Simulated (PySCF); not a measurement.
Species: ethylchlorosilane, C2H7ClSi.
Bonds: C1–C2, C2–Si3, Si3–Cl4. Hydrogens: H5, H6, H7 on C1; H8, H9 on C2; H10, H11 on Si3.

The computed photoelectron lines, unassigned: C 1s: 290.59 (area 1), 291.07 (area 1) eV; Si 1s: 1847.43 eV; Si 2p3/2: 107.58 eV; Cl 1s: 2828.39 eV; Cl 2p3/2: 205.80 eV.

Theory: delta-SCF UKS SCAN, pcX-2 on the ionised atom, pcseg-1 elsewhere, spin-free X2C in PySCF. One conformer (not necessarily the lowest) at the PBE0-D3(BJ)/def2-SVP geometry, without solvent, vibrations or thermal averaging.

**Question.** Order the carbon atoms by C 1s binding energy.

**Answer.** 290.59 eV: C2 (sp3 carbon bound to silicon); 291.07 eV: C1 (methyl carbon). Lowest listed C 1s: C2, bonded to C, 2 H and Si. Highest, 0.48 eV above it: C1, bonded to C and 3 H. Summing the Pauling electronegativity differences to the bonded atoms, each weighted by its formal bond order, gives -1.35 for the lowest site and -1.05 for the highest.

Bonded neighbours of each site: C1: C and 3 H; C2: C, 2 H and Si; Si3: Cl, C and 2 H; Cl4: Si.

**Question.** Express the binding energy of Si 2p3/2 of Si3 in atomic units and per mole.

**Answer.** 107.58 eV = 3.9535 Eh = 10380 kJ/mol.

For 2p shells one spin-free hole was relaxed; a mean-field spin–orbit operator and the ground-state splitting of the three 2p orbitals were then diagonalised within the shell. The shell's mean is (2 × 2p3/2 + 2p1/2)/3, and the degeneracies 2j + 1 give areas of 2:1. 2p1/2 minus 2p3/2 (ligand field included): Si 0.63 eV, Cl 1.65 eV.

The values belong to the conformer `[CH3:1][CH2:2][SiH2:3][Cl:4]`: C1–C2–Si3–Cl4 -179°.
